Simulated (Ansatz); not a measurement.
Geometry optimisation, UKS r2SCAN/def2-SVP in Ansatz 0.2.0.

Input file:

```yaml
crystal:
  periodic: [false, false, false]
  atoms:
    - { symbol: Ge, position_ang: [0.0, 0.0, 0.0] }
    - { symbol: H, position_ang: [0.0, 0.0, 1.8] }
    - { symbol: Cl, position_ang: [2.0935, 0.0, -0.7393] }
    - { symbol: Cl, position_ang: [-1.0456, 1.8115, -0.7393] }
    - { symbol: F, position_ang: [-0.7913, -1.3709, -0.5594] }
    - { symbol: H, position_ang: [0.0, 0.0, 2.76] }
magnetization:
  spin_polarized: true
  initial_magnetization: 1
basis:
  gaussian: { orbitals: def2-SVP }
hamiltonian:
  xc: r2scan
relax:
  f_tol: 0.15
  max_steps: 25
  restrain:
    - { distance: [1, 5], at: 0.66, k: 30.0 }
    - { distance: [0, 1], at: 2.75, k: 30.0 }
output:
  orbitals: {}
```

Launched with:

```bash
$ ansatz run input.yaml --threads 4 --pin off --max-ram 5120MiB --backend cpu --events-out ev --progress --plain --runs-dir out
```

Question: Where does it end, and by what steps?

Answer: The forces met the threshold. The restraints hold the end off the free minimum; the threshold counts their pulls, which the force column leaves out. Restrained pairs: H2–H6 (0.96 → 0.72 Å), Ge1–H2 (1.80 → 2.75 Å). After 6 steps the energy has fallen by 0.549 eV (the restraints' own energy left out); H2 moved furthest, 0.70 Å.

| step | energy less start (eV) | largest force component (eV/Å) | accepted |
| --- | --- | --- | --- |
| 0 | 0.0000 | 2.258 | yes |
| 1 | -0.2537 | 1.725 | yes |
| 2 | 0.1053 | 5.099 | yes |
| 3 | -0.2625 | 1.718 | yes |
| 4 | -0.5199 | 1.844 | yes |
| 5 | -0.5326 | 1.822 | yes |
| 6 | -0.5488 | 1.757 | yes |

```xyz
6
Properties=species:S:1:pos:R:3
Ge 0.031 0.054 -0.248
H -0.014 -0.023 2.502
Cl 2.051 -0.008 -1.028
Cl -1.032 1.772 -1.030
F -0.776 -1.346 -0.894
H -0.004 -0.009 3.220
```

Time of the run: 27 s on 4 threads of Arm Neoverse V1, on a shared host, peak memory 0.22 GiB.
